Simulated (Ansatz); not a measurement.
Job for Ansatz (a quantum-chemistry and plane-wave program): R-CCSD(T)/aug-cc-pVDZ on C2H7FSe (a complex), monomers drawn apart or pushed together. The run froze 17 orbitals, filled d shells among them.

Ansatz 0.2 input:
```yaml
crystal:
  periodic: [false, false, false]
  atoms:
    - {symbol: C, position_ang: [-1.38934188, -0.95033292, 0.90298135]}
    - {symbol: Se, position_ang: [-0.09158725, 0.47205242, 0.52497335]}
    - {symbol: C, position_ang: [1.37134969, -0.69044080, -0.07385839]}
    - {symbol: H, position_ang: [-0.98034901, -1.62656447, 1.64939501]}
    - {symbol: H, position_ang: [-2.28232560, -0.46804320, 1.29351549]}
    - {symbol: H, position_ang: [-1.62880521, -1.48170570, -0.01477320]}
    - {symbol: H, position_ang: [1.63672534, -1.38039858, 0.72316970]}
    - {symbol: H, position_ang: [2.21700640, -0.04454309, -0.29800655]}
    - {symbol: H, position_ang: [1.06999189, -1.22752575, -0.96980245]}
    - {symbol: F, position_ang: [1.10525258, -0.11916876, 3.76379491]}
    - {symbol: H, position_ang: [0.78516832, 0.25401436, 2.95256230]}
basis:
  gaussian:
    orbitals: aug-cc-pVDZ
magnetization: {spin_polarized: false}
correlation: {method: ccsd_t, electrons: outside_noble_gas}
scf: {lower_state_search: off}
```

The log:

```
WARN ansatz: RAYON_NUM_THREADS=1 ignored (pool sized by the plan → 1); use --threads N
Functional definition: HF
these checks for a lower state are left out or cut short: stability, starts, cluster_reference, orbital_swaps, neighbouring_geometries, increment
integrals: 0.61 GiB planned
1679 factors; integrals over basis functions are off by at most 8.3e-4 eV
mean field: 0.68 GiB planned
mean field evaluation 1: about -70177.2871 eV, gradient 3.6e1 eV
mean field evaluation 2: about -70177.2913 eV, gradient 3.6e1 eV
mean field evaluation 4: about -70180.3932 eV, gradient 3.2e0 eV
mean field evaluation 8: about -70180.4365 eV, gradient 2.4e-1 eV
mean field -70180.43676516 eV, -2579.0834811111 hartree, gradient 4.9e-6 eV, S^2 0.000000; 0 other end points of the search recorded, 0 dependent functions left out
17 core orbitals not correlated
reference -70180.43676516 eV, -2579.0834811111 hartree; 14, 14 occupied and 137, 137 virtual orbitals, 1679 factors
second order -18.02820261 eV of doubles, -0.00000000 eV of singles
coupled cluster: 1.51 GiB planned
cycle   1  -18.80023530 eV  change   -7.7e-1 eV  update   9.5e-2
cycle   2  -19.25535424 eV  change   -4.6e-1 eV  update   2.7e-2
cycle   3  -19.35401357 eV  change   -9.9e-2 eV  update   1.3e-2
cycle   4  -19.35286630 eV  change    1.1e-3 eV  update   2.7e-3
cycle   5  -19.35225055 eV  change    6.2e-4 eV  update   1.0e-3
cycle   6  -19.35245816 eV  change   -2.1e-4 eV  update   3.3e-4
cycle   7  -19.35242524 eV  change    3.3e-5 eV  update   1.3e-4
cycle   8  -19.35239853 eV  change    2.7e-5 eV  update   4.4e-5
cycle   9  -19.35239859 eV  change   -6.1e-8 eV  update   1.8e-5
perturbative correction -0.57416507 eV, -0.0211001772 hartree
Total energy: -70200.36332882 eV, -2579.8157688190 hartree
Checks for a lower state left out: stability, starts, cluster_reference, orbital_swaps, neighbouring_geometries, increment
```

The calculation finished and met its thresholds.

Cost: roughly 60 core-seconds.
